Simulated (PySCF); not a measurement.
Basis-set dependence of population analyses: `O=C(Cl)c1ccco1`

Species: C5H3ClO2.
Numbering: `[O:1]=[C:2]([Cl:3])[c:4]1[cH:5][cH:6][cH:7][o:8]1` (hydrogens: H9 on C5; H10 on C6; H11 on C7)

PBE0 throughout (PySCF), one geometry, spherical d and f functions. Isolated species at its PBE0-D3(BJ)/def2-SVP geometry (one conformer only). The first 7 of 11 kinds of atom are listed.

Mulliken charges (e):

| basis | functions | O1 | C2 | Cl3 | C4 | C5 | C6 | C7 |
| --- | --- | --- | --- | --- | --- | --- | --- | --- |
| cc-pVDZ | 131 | -0.154 | +0.039 | -0.087 | +0.186 | -0.008 | -0.042 | +0.118 |
| def2-SVP | 131 | -0.150 | +0.140 | -0.117 | +0.114 | -0.040 | -0.061 | +0.147 |
| aug-cc-pVDZ | 215 | -0.520 | -0.102 | -0.140 | +0.974 | +0.553 | +0.857 | +0.107 |
| def2-TZVP | 272 | -0.235 | +0.194 | -0.100 | +0.159 | -0.180 | -0.131 | -0.003 |
| cc-pVTZ | 286 | -0.214 | +0.179 | -0.118 | +0.128 | -0.150 | -0.162 | -0.008 |
| IGLO-III | 319 | -0.395 | +0.302 | -0.007 | +0.117 | -0.113 | -0.101 | +0.076 |

IAO charges (e):

```json
{"basis": "cc-pVDZ", "functions": "131", "O1": "-0.353", "C2": "+0.340", "Cl3": "-0.085", "C4": "+0.092", "C5": "-0.160", "C6": "-0.213", "C7": "+0.044"}
{"basis": "def2-SVP", "functions": "131", "O1": "-0.356", "C2": "+0.334", "Cl3": "-0.073", "C4": "+0.090", "C5": "-0.157", "C6": "-0.210", "C7": "+0.047"}
{"basis": "aug-cc-pVDZ", "functions": "215", "O1": "-0.372", "C2": "+0.350", "Cl3": "-0.083", "C4": "+0.095", "C5": "-0.162", "C6": "-0.217", "C7": "+0.043"}
{"basis": "def2-TZVP", "functions": "272", "O1": "-0.375", "C2": "+0.350", "Cl3": "-0.078", "C4": "+0.096", "C5": "-0.162", "C6": "-0.217", "C7": "+0.045"}
{"basis": "cc-pVTZ", "functions": "286", "O1": "-0.371", "C2": "+0.350", "Cl3": "-0.082", "C4": "+0.096", "C5": "-0.162", "C6": "-0.218", "C7": "+0.045"}
{"basis": "IGLO-III", "functions": "319", "O1": "-0.377", "C2": "+0.347", "Cl3": "-0.072", "C4": "+0.096", "C5": "-0.163", "C6": "-0.218", "C7": "+0.043"}
```

Task: Which scheme is steadiest as the basis changes?

Result: Largest range over the bases for any column: IAO 0.02 e, Mulliken 1.02 e. IAO charges move least and Mulliken charges most, counted in e.

Task: How much do the charges still move between the two largest bases, cc-pVTZ and IGLO-III?

Result: At most, over all atoms: Mulliken 0.181 e, IAO 0.009 e.

Task: What do the same runs give for the total energy, the frontier levels and the dipole moment?

Result: 
```
      basis  energy (Eh)  HOMO (eV)  LUMO (eV)  μ (D)
    cc-pVDZ    -802.4665      -7.44      -1.88   4.11
   def2-SVP    -802.0392      -7.55      -1.95   4.07
aug-cc-pVDZ    -802.4876      -7.57      -2.15   4.27
  def2-TZVP    -802.5782      -7.54      -2.09   4.21
    cc-pVTZ    -802.5727      -7.52      -2.04   4.19
   IGLO-III    -802.5770      -7.54      -2.11   4.16
```

The dipole is fixed by the density alone, so its range of 0.20 D shows that the density itself changes with the basis, not only its division among atoms.
